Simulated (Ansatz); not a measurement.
Cost and result for the atomization energy of C4H9Al, SMILES `C=[CH][Al]([CH3])[CH3]` (14 atoms, 13 bonds).

```csv
atom,x (Å),y (Å),z (Å)
C1,-0.910,1.251,-1.982
C2,-1.126,1.030,-0.682
Al3,0.037,-0.134,0.365
C4,1.553,-0.994,-0.521
C5,-0.328,-0.419,2.265
H6,-1.548,1.890,-2.591
H7,-0.074,0.796,-2.509
H8,-1.994,1.531,-0.249
H9,2.441,-0.993,0.119
H10,1.826,-0.532,-1.473
H11,1.325,-2.047,-0.728
H12,0.035,0.433,2.852
H13,-1.400,-0.500,2.470
H14,0.162,-1.312,2.664
```

The species carries charge 0 and has multiplicity 1. The structure was optimised at the PBE0-D4/def2-TZVP level. It is one conformer, not always the lowest. Program: Ansatz. All runs use 4 threads of an Arm Neoverse V2 on a shared host. Times are those of one run each, without the atoms' runs, and a repeat can differ threefold. Electronic energies, without spin–orbit coupling; frozen cores. CCSD(T)/CBS adds CCSD(T) − MP2 in def2-TZVPP to the MP2 limit, and its time is that of the two runs behind it. T1 = 0.010.

CCSD(T)/CBS is a level of theory with its own doubt, some kJ/mol a heavy atom from the limit and from the frozen cores, so smaller differences don't rank the functionals.

```tsv
level	functions	wall time	atomization (kJ/mol)	difference from CCSD(T)/CBS	per bond
LDA (SPW92)/def2-TZVPP	292	1.2 s	5987.8	651.8	50.1
revPBE-D4/def2-TZVPP	292	1.9 s	5301.9	-34.1	-2.6
BLYP-D4/def2-TZVPP	292	1.9 s	5311.1	-24.9	-1.9
PBE-D4/def2-TZVPP (with forces)	292	2.4 s	5411.7	75.7	5.8
PBE0-D4/def2-TZVPP	292	2.7 s	5354.4	18.4	1.4
r2SCANh-D4/def2-TZVPP	292	4.2 s	5333.5	-2.5	-0.2
r2SCAN-D4/def2-TZVPP (with forces)	292	4.3 s	5354.6	18.6	1.4
PBE-QIDH/def2-TZVPP	292	5.5 s	5320.0	-16.0	-1.2
CCSD(T)/def2-SVP	119	5.5 s	5109.1	-226.9	-17.5
ωB97M-V/def2-TZVPP (with forces)	292	11 s	5351.1	15.1	1.2
MP2/def2-QZVPP	568	23 s	5335.3	-0.7	-0.1
CCSD(T)/def2-TZVPP	292	2.8 min	5221.1	-114.9	-8.8
CCSD(T)/CBS(def2)	–	3.2 min	5336.0	0.0	0.0
```

From r2SCAN to r2SCAN0 (25 % exact exchange), in def2-TZVPP and without D4, the atomization energy moves by −52.2 kJ/mol: exact exchange takes away binding that semilocal exchange gives to molecules. At CCSD(T), def2-SVP lies −226.9 kJ/mol from the extrapolated value and def2-TZVPP −114.9 kJ/mol: correlation converges slowly with the basis, and small sets miss more of it in the bonded molecule than in its fragments. In def2-TZVPP, CCSD(T) changes the Hartree–Fock value by +1163.4 kJ/mol (the triples alone add +64.6 kJ/mol) and MP2 by +1209.8 kJ/mol; breaking electron pairs costs correlation energy, which Hartree–Fock lacks.
